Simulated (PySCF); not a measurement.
Br⁺: excitation energy

Br⁺ [Ar] 3d10 4s2 4p4 (3P) → Br⁺ [Ar] 3d10 4s1 4p5 (3P), as a difference of total energies. Computed with PySCF 2.14 in x2c-QZVPPall (11s8p5d4f1g, 97 functions), with scalar relativity by spin-free X2C-1e. Correlated levels: valence: [Ar] 3d10 frozen; valence and next inner shell: [Ne] frozen. The calculations carry no spin-orbit coupling.

```tsv
method	excitation energy (cm⁻¹)
UHF	115130
LDA	104200
PBE	103860
PBE0	106860
r2SCAN	105330
B2PLYP	106490
M06-2X	104750
revPBE	103440
r2SCAN0	107750
ROHF	115130
MP2 (valence)	106360
SCS-MP2 (valence)	105230
MP2 (valence and next inner shell)	106490
SCS-MP2 (valence and next inner shell)	105240
```

Errors of the correlated levels include the incompleteness of this basis and the frozen core.

For comparison: 96173 cm⁻¹ (measured; NIST levels, between the centres of gravity of the two terms).
